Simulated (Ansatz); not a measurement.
Breaking the Ga1–H2 bond in GaH3O (SMILES [OH][GaH2]) (multiplicity 1 held, fragments rigid). Energies count from the point at 1.556 Å.
Geometry at that point (charge 0, multiplicity 1):
```json
[
 {"atom": "Ga", "x (Å)": "-0.2252", "y (Å)": "-0.2844", "z (Å)": "0.0258"},
 {"atom": "H", "x (Å)": "0.0603", "y (Å)": "-1.2972", "z (Å)": "1.1723"},
 {"atom": "H", "x (Å)": "-1.3595", "y (Å)": "-0.3087", "z (Å)": "-1.0529"},
 {"atom": "O", "x (Å)": "0.9382", "y (Å)": "1.0873", "z (Å)": "-0.0240"},
 {"atom": "H", "x (Å)": "0.7756", "y (Å)": "1.7230", "z (Å)": "-0.7275"}
]
```

Signs of static correlation in cc-pVDZ, with CASSCF(2,2), from Ansatz (a quantum-chemistry and plane-wave program) runs.

| R (Å) | T1 of restricted CCSD | ⟨S²⟩ of UHF | largest double amplitude of restricted CCSD | weight of the CASSCF reference in MRCISD | CASSCF natural occupations |
|---|---|---|---|---|---|
| 1.245 | 0.018 | 0.000 | 0.039 | 0.923 | 1.99 0.01 |
| 1.401 | 0.018 | 0.000 | 0.045 | 0.923 | 1.98 0.02 |
| 1.556 | 0.018 | 0.000 | 0.054 | 0.923 | 1.98 0.02 |
| 1.712 | 0.018 | 0.000 | 0.069 | 0.923 | 1.97 0.03 |
| 1.867 | 0.018 | 0.000 | 0.069 | 0.923 | 1.96 0.04 |
| 2.101 | 0.019 | 0.000 | 0.132 | 0.924 | 1.93 0.07 |
| 2.334 | 0.021 | ? | 0.186 | 0.924 | 1.88 0.12 |
| 2.723 | 0.028 | 0.725 | ? | 0.924 | 1.76 0.24 |
| 3.112 | 0.041 | 0.900 | 0.436 | 0.924 | 1.59 0.41 |
| 3.579 | 0.059 | 0.974 | 0.613 | 0.924 | 1.38 0.62 |
| 4.202 | 0.075 | 1.000 | 0.805 | 0.924 | 1.18 0.82 |
| 4.980 | 0.083 | 1.007 | 0.933 | 0.924 | 1.07 0.93 |

Question: What belongs in the gaps?

Answer: 
- 2.334, ⟨S²⟩ of UHF: 0.268
- 2.723, largest double amplitude of restricted CCSD: 0.298

Doubts at one or more of the structures used: a restricted determinant that unrestricted orbitals would lower (R-CCSD(T)/cc-pVDZ); other coupled-cluster roots lie near (R-CCSD(T)/cc-pVDZ); T1 above 0.05 (R-CCSD(T)/cc-pVDZ, U-CCSD(T)/cc-pVDZ); a spin-contaminated determinant (U-CCSD(T)/cc-pVDZ).
